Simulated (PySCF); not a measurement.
**Question.** Write Cartesian coordinates for `[CH3][Ge]([CH3])([CH3])[C]1=CC=CN=C1` as optimised with PBE0-D3(BJ)/def2-SVP.

**Answer.** 
```
atom  x, y, z in Å
C1    -1.9589    1.5879   -0.2555
Ge2   -1.1196   -0.1072    0.2392
C3    -1.2455   -0.3640    2.1735
C4    -1.9758   -1.5907   -0.6977
C5     0.7744   -0.0332   -0.2545
C6     1.6190    0.9749    0.2271
C7     2.9605    0.9901   -0.1423
C8     3.4211   -0.0153   -0.9929
N9     2.6432   -0.9844   -1.4654
C10    1.3622   -0.9836   -1.1007
H11   -3.0237    1.5850    0.0226
H12   -1.8817    1.7557   -1.3399
H13   -1.4722    2.4302    0.2588
H14   -0.6990    0.4279    2.7072
H15   -0.8125   -1.3334    2.4612
H16   -2.2959   -0.3394    2.5012
H17   -1.8562   -1.4929   -1.7870
H18   -1.5474   -2.5548   -0.3850
H19   -3.0525   -1.6054   -0.4717
H20    1.2328    1.7537    0.8933
H21    3.6412    1.7648    0.2189
H22    4.4723   -0.0353   -1.3052
H23    0.7551   -1.7993   -1.5127
```

Any rigid rotation of these coordinates is as good. Atoms count from 1 in this order. Of the pairs four or more bonds apart, C4···H23 is among the closest relative to their van der Waals radii: 2.86 Å, 99 % of the sum of Bondi's values. Ge2 (germanium bonded to 4 C) is tetrahedral (angles from 108.5° to 110.4°). The 6-membered ring C5–C6–C7–C8–N9–C10 has internal angles of 116.3° to 124.7°; it is planar, 0.00 Å rms from its mean plane, widest ring torsion 0°.

Bonds between heavy atoms (Å): C1–Ge2 1.955, Ge2–C3 1.955, Ge2–C4 1.952, Ge2–C5 1.959, C5–C6 1.401, C6–C7 1.392, C7–C8 1.395, C8–N9 1.329, N9–C10 1.332, C5–C10 1.402.

Method: PySCF, PBE0-D3(BJ)/def2-SVP geometry optimisation, gas phase.

Point group: near Cs, missed by 0.18 Å at most; the miss may be what the optimiser left on a soft mode. No PBE0-D3(BJ)/def2-SVP frequencies stand behind this structure, so it isn't proved a minimum.
